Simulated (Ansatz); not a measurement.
Born–Oppenheimer molecular dynamics of CH$_{6}$BrGa (9 atoms, charge 0, multiplicity 1). It starts at the highest image of a converged band, a first-order saddle point between two minima.

Theory: RKS B3LYP-D4/def2-SVP (Ansatz 0.2.0).

```yaml
ensemble: NVE (velocity Verlet)
time_step: 0.5 fs
steps_asked: 200
starting_velocities_drawn_for: 300 K
seed: 9277
```

First frame:

```xyz
9
Properties=species:S:1:pos:R:3
Ga -0.728 -0.576 -0.720
Br 1.223 0.855 -1.983
H -0.326 -2.057 -1.002
H -2.046 0.191 -1.046
H 0.831 0.567 -0.433
C 0.207 0.212 1.001
H -0.138 1.218 1.278
H 1.278 0.107 1.244
H -0.301 -0.518 1.661
```

Question: How far do the bonds stretch over the last three quarters of this one trajectory? (Pairs bonded in most of those frames.)

Answer: 
```tsv
bond	mean (Å)	spread (Å)	shortest	longest
Ga1–Br2	2.801	0.134	2.65	3.08
Ga1–H3	1.580	0.015	1.56	1.61
Ga1–H4	1.580	0.004	1.57	1.59
Ga1–C6	2.001	0.039	1.93	2.07
Br2–H5	1.438	0.009	1.42	1.46
C6–H7	1.109	0.032	1.06	1.16
C6–H8	1.104	0.023	1.07	1.14
C6–H9	1.108	0.037	1.05	1.16
```

Mean temperature of the second half: 464 K. The conserved energy stayed within 0.24 meV per atom of its start (net change 0.025 meV per atom), so the integration is sound. The system heated up, since it started high on the potential surface and ran downhill. A run of 0.1 ps of so small a system gives no equilibrium averages. The orbitals stay closed-shell, which can raise the energy where a bond breaks towards radicals; this wasn't checked here.

Time of the run: 9.7 min on 2 threads of Arm Neoverse V2, with other jobs on the host, peak memory 0.27 GiB.
